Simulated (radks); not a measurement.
Results of a calculation; reference values are marked as such.
Ru+, configuration [Kr] 4d5 5s1 5p1 (not the ground configuration). Level of theory: Dirac Kohn-Sham, LDA (Slater exchange, Perdew-Wang correlation), spin-unpolarised, spherical densities, point nucleus; open shells fill j = l - 1/2 first (a radial shooting solver on a logarithmic mesh with Libxc functionals).

Normalised radial functions P(r) = r R(r) (large component), r in bohr:

r	4s1/2	4d3/2	5p3/2
0.001139	0.0445	0.0000	0.0002
0.001316	0.0506	0.0000	0.0002
0.001532	0.0579	0.0000	0.0003
0.001769	0.0656	0.0000	0.0004
0.002043	0.0743	0.0000	0.0005
0.00236	0.0838	0.0000	0.0007
0.002747	0.0951	0.0000	0.0009
0.003173	0.1068	0.0000	0.0012
0.003664	0.1196	0.0000	0.0016
0.004231	0.1333	0.0001	0.0021
0.004926	0.1489	0.0001	0.0027
0.005689	0.1644	0.0002	0.0036
0.00657	0.1803	0.0002	0.0047
0.007649	0.1972	0.0003	0.0061
0.008833	0.2127	0.0005	0.0080
0.0102	0.2269	0.0008	0.0103
0.01178	0.2388	0.0011	0.0132
0.01372	0.2475	0.0017	0.0170
0.01584	0.2505	0.0025	0.0216
0.01829	0.2467	0.0036	0.0271
0.02113	0.2342	0.0053	0.0338
0.02459	0.2094	0.0079	0.0422
0.0284	0.1730	0.0113	0.0515
0.0328	0.1227	0.0163	0.0619
0.03788	0.0581	0.0232	0.0731
0.0441	-0.0244	0.0333	0.0854
0.05093	-0.1129	0.0464	0.0964
0.05882	-0.2056	0.0639	0.1057
0.06848	-0.2985	0.0882	0.1119
0.07909	-0.3697	0.1176	0.1121
0.09134	-0.4108	0.1539	0.1049
0.1055	-0.4082	0.1970	0.0884
0.1228	-0.3458	0.2488	0.0595
0.1418	-0.2253	0.3014	0.0214
0.1638	-0.0508	0.3531	-0.0250
0.1891	0.1587	0.3976	-0.0751
0.2202	0.3824	0.4281	-0.1245
0.2543	0.5527	0.4320	-0.1588
0.2937	0.6379	0.4027	-0.1719
0.3419	0.5977	0.3287	-0.1550
0.3949	0.4226	0.2149	-0.1069
0.456	0.1297	0.0617	-0.0309
0.5267	-0.2362	-0.1217	0.0629
0.6131	-0.6295	-0.3310	0.1634
0.7081	-0.9352	-0.5233	0.2397
0.8177	-1.1192	-0.6882	0.2784
0.9444	-1.1564	-0.8069	0.2664
1.099	-1.0498	-0.8690	0.1944
1.27	-0.8552	-0.8658	0.0770
1.466	-0.6258	-0.8090	-0.0727
1.693	-0.4105	-0.7121	-0.2338
1.971	-0.2323	-0.5842	-0.3921
2.277	-0.1193	-0.4557	-0.5107
2.629	-0.0534	-0.3339	-0.5842
3.061	-0.0194	-0.2231	-0.6044
3.535	-0.0062	-0.1405	-0.5701
4.083	-0.0016	-0.0809	-0.4929
4.715	-0.0003	-0.0420	-0.3892
5.489	0.0000	-0.0184	-0.2726
6.339	0.0000	-0.0073	-0.1740
7.321	0.0000	-0.0025	-0.0985
8.455	0.0000	-0.0007	-0.0487
9.843	0.0000	-0.0001	-0.0197
11.37	0.0000	0.0000	-0.0070

4s1/2: eigenvalue -92.681 eV, 3 radial nodes at r = 0.0423, 0.170, 0.481 bohr, <r> = 1.01 bohr, 90 % of the charge inside 1.47 bohr. 4d3/2: eigenvalue -19.939 eV, 1 radial node at r = 0.480 bohr, <r> = 1.49 bohr, 90 % of the charge inside 2.34 bohr. 5p3/2 (empty): eigenvalue -8.572 eV, 3 radial nodes at r = 0.152, 0.479, 1.37 bohr, <r> = 3.48 bohr, 90 % of the charge inside 5.13 bohr.
